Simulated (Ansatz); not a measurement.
Basis-set extrapolation for `CC(C)CC(C)C(C)C` (PBE0-D4/def2-TZVP geometry, frozen core, Ansatz 0.2.0). Multiplicity 1, RHF reference.

|  | def2-TZVPP | def2-QZVPP |
| --- | --- | --- |
| HF | -352.589647 | -352.606258 |
| MP2 correlation | -1.602048 | -1.699640 |
| CCSD(T) correlation | -1.768655 | not run |

Energies in hartree. Use E(X) = E(∞) + A·exp(−7.88·√X) for Hartree–Fock and E(X) = E(∞) + B·X^(−2.97) for correlation, with X = 3 and 4, and add CCSD(T) minus MP2 of the smaller set to the MP2 limit.

**Question.** What is the CCSD(T) energy at the basis-set limit?

**Answer.** HF limit: -352.606258 + (-0.016611) × 0.13774 = -352.60855. MP2 limit: -1.699640 + (-0.097592) × 0.74074 = -1.77193. Higher-order term: -1.768655 − (-1.602048) = -0.16661. Total: -354.54709 hartree, 495.7 kJ/mol below CCSD(T)/def2-TZVPP.
